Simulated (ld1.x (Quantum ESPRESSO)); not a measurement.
**nickel, PAW: configuration errors across variants**

Ni (Z = 28), PAW, made with ld1.x (Quantum ESPRESSO) 7.5 (Wu–Cohen, non-relativistic). Core [Ar], reference 3d8 4s2 4p0. Waves: 4s (bound): rcut 1.65, rcutus 1.85 bohr; 4s channel at 0.75 Ry: rcut 1.65, rcutus 1.85 bohr; 4p (bound, empty): rcut 2.30, rcutus 2.60 bohr; 4p channel at 0.85 Ry: rcut 2.30, rcutus 2.60 bohr; 3d (bound): rcut 1.05, rcutus 1.25 bohr; 3d channel at 4.35 Ry: rcut 1.05, rcutus 1.25 bohr. Local part: all-electron potential smoothed inside 1.20 bohr (lloc = -1). Core correction: Bessel-smoothed model core inside 0.70 bohr. Augmentation charge: BESSEL, radius 1.05 bohr.

All-electron excitation energies from the reference (eV): (1) 3d8 4s1 4p0 9.181; (2) 3d8 4s0 4p0 26.139; (3) 3d7 4s0 4p0 63.863.

3 further variants failed, have other tests or another functional or relativity, and are left out.

A true bound ghost makes a file unfit for plane-wave use even where its test errors are small: the radial tests pick states by their node count and pass the ghost by. Where a test does run into it, the solver fails or the error is huge.

Errors AE − PS in meV (a dash: test not solved or not reliable):

| change | (1) | (2) | (3) | bound ghosts |
| --- | --- | --- | --- | --- |
| base | -1.1 | -7.1 | -221 | s |
| waves 4p (bound): rcut 2.30, rcutus 2.88 bohr; 4p channel at 0.85 Ry: rcut 2.30, rcutus 2.88 bohr | -1.1 | -7.1 | -221 | s |
| core correction Bessel-smoothed model core inside 0.72 bohr | -1.1 | -7.1 | -221 | s |
| waves 4s (bound): rcut 1.65, rcutus 2.56 bohr; 4s channel at 0.75 Ry: rcut 1.65, rcutus 2.56 bohr | +4.2 | +44 | -177 | s |
| augmentation BG, radius 1.15 bohr | -1.0 | -6.6 | -221 | s |
| wave 4p channel at 0.85 Ry: rcut 2.30, rcutus 2.60 bohr becomes 4p channel at 4.71 Ry: rcut 2.30, rcutus 2.60 bohr | -1.1 | -7.1 | -221 | s |
| waves 3d (bound): rcut 1.05, rcutus 1.38 bohr; 3d channel at 4.35 Ry: rcut 1.05, rcutus 1.38 bohr | -1.5 | -9.6 | -224 | s |
| local potential all-electron potential smoothed inside 2.20 bohr (lloc = -1) | -1.4 | -9.6 | -224 | none |

**Question.** Give the same row for: local potential all-electron potential smoothed inside 2.54 bohr (lloc = -1).

**Answer.** -1.7, -12, -228; bound ghosts: s. Not counted: 3d8.5 4s1.5 4p0 (solver errors, printed error -1013 eV).
